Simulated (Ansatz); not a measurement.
The same redistribution along the group Ti, Zr, Hf.

Calculated with Ansatz (gas phase, PBE0-D4/def2-TZVP geometries, no zero-point term in ΔE). CCSD(T)/CBS is the MP2 limit (def2-TZVPP, def2-QZVPP) plus CCSD(T) − MP2 in def2-TZVPP, frozen cores. Functionals use def2-TZVPP. B3LYP here is the variant with VWN-RPA as its local correlation; programs differ in this. Elements past krypton have def2 core potentials. For Br, Hf, Se, Ti, Zr outer-core shells are correlated without core-valence functions, which leaves a few kJ/mol of doubt a bond. Scalar relativity is left out up to krypton. One conformer a species, not always the lowest.

```json
{"reaction": "`[F][Ti]([F])([F])[SeH]` + `N[SiH]([SiH3])Br` → `[F][Ti]([F])([F])[Br]` + `N[SiH]([SiH3])[SeH]`", "CCSD(T)/CBS(def2) (kcal/mol)": "?"}
{"reaction": "`[F][Zr]([F])([F])[SeH]` + `N[SiH]([SiH3])Br` → `[F][Zr]([F])([F])[Br]` + `N[SiH]([SiH3])[SeH]`", "CCSD(T)/CBS(def2) (kcal/mol)": "-5.0"}
{"reaction": "`[F][Hf]([F])([F])[SeH]` + `N[SiH]([SiH3])Br` → `[F][Hf]([F])([F])[Br]` + `N[SiH]([SiH3])[SeH]`", "CCSD(T)/CBS(def2) (kcal/mol)": "-4.8"}
```

Problem. Fill in the missing values. (An estimate is asked.)

Solution. Computed: `[F][Ti]([F])([F])[SeH]` + `N[SiH]([SiH3])Br` → `[F][Ti]([F])([F])[Br]` + `N[SiH]([SiH3])[SeH]`: -1.7 kcal/mol.

Largest T1 diagnostic: 0.023, for `[F][Ti]([F])([F])[SeH]`.
